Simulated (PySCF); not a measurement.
H₃BN (SMILES B=[NH2+]), charge +1, singlet, at a GFN2-xTB geometry. Base run: TPSS/pcseg-1 (PySCF).

Here is a job for PySCF.
```python
from pyscf import gto, scf, dft

mol = gto.Mole()
mol.atom = '''
    B     0.72191147   -0.07271956    0.28604142
    N    -0.47574358    0.04792259   -0.18850285
    H     1.78645177   -0.17995280    0.70784191
    H    -0.95409398    0.93158201   -0.39777808
    H    -1.11171008   -0.72348951   -0.42075099
'''
mol.basis = 'pcseg-1'
mol.charge = 1
mol.verbose = 4
mol.build()

mf = dft.RKS(mol)
mf.xc = 'tpss'
mf.kernel()
```

Variants of this job, named by their change:

```tsv
change	ΔE vs base (µEh)	grid points	electrons on the grid
base	0.0	57376	14.00000
grids.level = 5	0.7	155896	14.00000
small_rho_cutoff = 0	0.0	57376	14.00000
grids.level = 0	9954	4008	13.99848
grids.level = 7	0.6	321912	14.00000
grids.level = 4	0.6	103104	14.00000
grids.level = 1	-5.6	17720	14.00001
grids.radi_method = mura_knowles	0.0	54600	14.00000
grids.prune = dft.gen_grid.treutler_prune	-5.4	49528	14.00000
grids.becke_scheme = stratmann	0.0	57376	14.00000
grids.radi_method = delley	-0.1	61408	14.00000
```
